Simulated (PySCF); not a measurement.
## Electron correlation in Sb (antimony, neutral)

[Kr] 4d10 5s2 5p3, high-spin 4S determinant. All numbers are calculated (PySCF 2.14, a scalar-relativistic core potential, in aug-cc-pVTZ-PP with one added diffuse shell each of d, f type with ECP28MDF (6s5p5d3f, 67 functions)). Frozen: 4s2 4p6 4d10; 5 electrons correlated.

```tsv
level	correlation energy (mhartree)
CCSD	-73.83
(T)	-2.61
CCSD(T)	-76.44
```

Diagnostics: T1 = 0.0035, D1 = 0.0094, largest double amplitude 0.034.

Q: Is a single reference adequate?

A: Yes, within this model without spin-orbit coupling: T1 lies below 0.03 and no double amplitude reaches 0.07.
